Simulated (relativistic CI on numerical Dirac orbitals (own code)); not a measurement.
## Sensitivity of the levels of Nb26+ to α and to the nuclear radius

These numbers are calculated, not measured: Dirac-Coulomb-Breit CI, KLI orbitals optimised for each configuration, derivatives by finite differences, unscaled Slater integrals, QED left out (own radial code, finite nucleus).

CI space (outside the closed core [Ne]): 3s2.3p3, 3s.3p4, 3s2.3p2.3d, 3p5, 3s.3p3.3d, 3p4.3d, 3s2.3p.3d2, 3s2.3d3, 3s.3p.3d3, 3p3.3d2, 3p2.3d3. Double excitations out of closed p, d and f shells are left out; levels of such configurations are missing from the list, as are those of other unlisted configurations, and high levels can miss mixing partners.

With x = (α/α₀)² − 1 an excitation energy changes as ω = ω₀ + qx; K = 2q/ω₀ is the relative enhancement. Terms are leading LS components, so labels can repeat. The field-shift factor is F = δν/δ⟨r²⟩ for the transition from the lowest level.

Lowest level 3s2.3p3 4S°_3/2.

```tsv
Level	ω₀ (cm⁻¹)	q (cm⁻¹)	F (GHz/fm²)
3s2.3p3 2D°_3/2	138885	148800	-1.83
3s2.3p3 2D°_5/2	182006	161500	-1.92
3s2.3p3 2P°_1/2	237980	164000	-3.15
3s2.3p3 2P°_3/2	372581	338300	-6.03
3s.3p4 4P_5/2	705646	197100	-160
3s.3p4 4P_3/2	784212	206400	-132
3s.3p4 4P_1/2	810991	260800	-159
3s.3p4 4P_3/2	865392	192800	-80.2
3s.3p4 2D_3/2	922351	180400	-77.5
3s.3p4 2D_5/2	926263	257900	-93.9
3s2.3p2.3d 4F_5/2	949364	152000	-42.1
3s2.3p2.3d 2P_3/2	977428	239000	-53.2
3s2.3p2.3d 4D_1/2	987285	238700	-67.1
```

At this charge energies of transitions that change n are usually good to better than 1 %, and those within a shell (Δn = 0) to a few per cent.

**Question.** Which transition from the lowest level has the largest |K|?

**Answer.** 3s2.3p3 2D°_3/2 at 138885 cm⁻¹, K = 2.14.
